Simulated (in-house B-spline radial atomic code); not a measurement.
A fraction x of an electron is added to 3p in P, starting from [Ne] 3s2 3p3 and keeping the highest spin. Method: non-relativistic LDA VWN5, spin-polarised, spherical fractional occupations, point nucleus. Calculated with a radial B-spline atomic code at the basis-set limit.

| x | E(x) - E(0) (eV) | 3p down level (eV) |
| --- | --- | --- |
| 0 | 0.0000 | - |
| 0.1 | -0.3781 | -3.443 |
| 0.2 | -0.6891 | -2.779 |
| 0.3 | ? | ? |
| 0.4 | -1.1165 | -1.508 |
| 0.5 | ? | ? |
| 0.6 | -1.2980 | -0.324 |

Q: What belongs in the row x = 0.3?

A: An energy change of -0.9346 eV; 3p down at -2.134 eV.

Q: What belongs in the row x = 0.5?

A: An energy change of -1.2368 eV; 3p down at -0.903 eV.

Q: Check Janak's theorem between x = 0.1 and 0.2.

A: The slope of the energy is -3.11 eV; the orbital levels give -3.11 eV (ε of the filling orbital, averaged over the two points).

Q: Up to what added charge does this functional bind the extra electron?

A: The highest level rises by about 5.8 eV per electron near x = 0.6 and would reach zero near x = 0.66, so a whole extra electron isn't bound at the basis-set limit.
